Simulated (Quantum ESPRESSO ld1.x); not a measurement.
Results of a calculation; reference values are marked as such.
Question: The table gives one normalised radial function P(r) = r R(r) of Li+ in [He] (r in bohr). Code: ld1.x of Quantum ESPRESSO 7.5. Model: scalar-relativistic Kohn-Sham, LDA (Slater exchange, VWN5 correlation), spin-unpolarised, spherical densities, point nucleus.

r            P
0.03122  0.2614
0.03664  0.3018
0.043    0.3476
0.05006  0.3962
0.05874  0.4531
0.06893  0.5158
0.08025  0.5807
0.09417  0.6540
0.1096   0.7275
0.1287   0.8074
0.151    0.8878
0.1758   0.9620
0.2063   1.0342
0.242    1.0961
0.2818   1.1409
0.3307   1.1685
0.385    1.1720
0.4518   1.1480
0.5301   1.0936
0.6172   1.0138
0.7243   0.9033
0.8431   0.7785
0.9894   0.6349
1.161    0.4894
1.352    0.3596
1.586    0.2414
1.862    0.1483
2.167    0.0848

Which n and l does it have? It may be an empty orbital.

Answer: n = 1, l = 0: the number of nodes gives n - l - 1 = 0, the rise at small r (about r^(l+1)) gives l, and the extent must fit the shell. The curve is that of 1s. 1s: eigenvalue -59.606 eV, 0 radial nodes, <r> = 0.585 bohr, 90 % of the charge inside 1.06 bohr.
